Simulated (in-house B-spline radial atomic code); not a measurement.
Mg. Computed with a B-spline radial atomic code. Model: non-relativistic spherical atom: semilocal Troullier-Martins pseudo-atom, one channel per l, against all electrons, high spin, G0W0 and RPA with empty states to l = 8, local potential for every l without a channel, a model core (radius 0 = none) keeps its share of the functional.

What the tables leave out is listed at the end.

The pseudopotential gives back the lowest level of each angular momentum of its own functional in the configuration it was made in; a second state of the same l is only approximately right. Exact exchange, RPA and GW see the smooth pseudo-orbitals and miss the exchange with the core, for which the functional's share stands in. The column with an uncorrelated core keeps all orbitals and exact exchange, and so separates missing core correlation from pseudisation. Only the three outermost levels and the lowest empty one were computed. RPA here is direct RPA, with no exchange kernel, and its energies carry an (l + 1/2)⁻⁴ tail. A hybrid on a potential with a model core restores only its own semilocal share of the core's exchange.

Command:
```bash
python run_psgw.py task.json out
```
Settings (lengths in bohr, energies in hartree):
```
Z                      12
electrons              12
configuration          [Ne] 3s2
generated_in           [Ne] 3s2
functional             pbe,pbe
core_shells            3
radius_factor          1.15
core_correction        False
ion_configuration      [Ne] 3s1
```

Run time, properties included: 31 s on 1 thread of Arm Neoverse N1, on a shared host.

Given: made with PBE; model core radius 0 bohr; local radius 3.008 bohr; mean-field start PBE.

Valence shells of the generating configuration: 3s.

Channel: s 2.939, p 3.4 (radii in bohr).

Computed: largest level miss in the spin-unpolarised generating configuration 0 eV; valence RPA correlation energy all-electron orbitals -0.070915 hartree; all-electron RPA polarisability, core included 53.999 bohr³; pseudo-atom RPA polarisability 53.942 bohr³; ionisation by mean-field all-electron 7.6121 eV; ionisation by RPA all-electron 8.0263 eV; ionisation by RPA pseudo minus all -0.054 eV.

| level | occupied | mean-field all-electron (eV) | mean-field pseudo minus all (eV) | G0W0 all-electron (eV) | G0W0 uncorrelated core minus all (eV) | G0W0 pseudo minus all (eV) | exchange self-energy all-electron (eV) | exchange self-energy pseudo (eV) |
| --- | --- | --- | --- | --- | --- | --- | --- | --- |
| 3s | 1 | -4.6989 | 0 | -7.5139 | 0.127 | 0.046 | -8.9708 | -7.8106 |

Question: What is the ionisation by mean-field pseudo minus all?

Answer: -0.201 eV.

Question: What is the valence RPA correlation energy pseudo?

Answer: -0.072161 hartree.

Given: mean-field start PBE0.

Computed: valence RPA correlation energy all-electron orbitals -0.060129 hartree; valence RPA correlation energy pseudo -0.061192 hartree; pseudo-atom RPA polarisability 46.077 bohr³; ionisation by mean-field all-electron 7.5415 eV; ionisation by RPA all-electron 7.8399 eV; ionisation by RPA pseudo minus all -0.056 eV.

```
level  occupied  mean-field all-electron (eV)  mean-field pseudo minus all (eV)  G0W0 all-electron (eV)  G0W0 uncorrelated core minus all (eV)  G0W0 pseudo minus all (eV)  exchange self-energy all-electron (eV)  exchange self-energy pseudo (eV)
   3s         1                       -5.4255                             0.005                 -7.6709                                  0.137                       0.056                                 -8.8703                           -7.8167
```

Question: What is the all-electron RPA polarisability, core included?

Answer: 46.37 bohr³.

Question: What is the ionisation by mean-field pseudo minus all?

Answer: -0.111 eV.

Given: mean-field start Hartree-Fock.

Computed: valence RPA correlation energy all-electron orbitals -0.041428 hartree; valence RPA correlation energy pseudo -0.04237 hartree; pseudo-atom RPA polarisability 34.929 bohr³; ionisation by mean-field pseudo minus all 0.044 eV; ionisation by RPA all-electron 7.496 eV; ionisation by RPA pseudo minus all -0.046 eV.

```
level  occupied  mean-field all-electron (eV)  mean-field pseudo minus all (eV)  G0W0 all-electron (eV)  G0W0 uncorrelated core minus all (eV)  G0W0 pseudo minus all (eV)  exchange self-energy all-electron (eV)  exchange self-energy pseudo (eV)
   3s         1                       -6.8859                            -0.062                 -7.6891                                   0.13                       0.064                                 -8.5008                           -7.7172
```

Question: What is the ionisation by mean-field all-electron?

Answer: 6.6054 eV.

Question: What is the all-electron RPA polarisability, core included?

Answer: 36.286 bohr³.

Among the listed levels the largest G0W0 shift of the pseudo-atom is +0.06 eV, for 3s on the Hartree-Fock start, while leaving the core uncorrelated moves that level by +0.13 eV. The rest, -0.07 eV, comes from pseudisation and the lost core exchange. Not in the tables (levels of low weight, unsolved or above zero; the highest and the empty levels are kept at any weight): on PBE the G0W0 levels 3p (pseudo minus all +0.01 eV, weights 0.86 and 0.86); on PBE0 the G0W0 levels 3p (pseudo minus all +0.02 eV, weights 0.91 and 0.91).
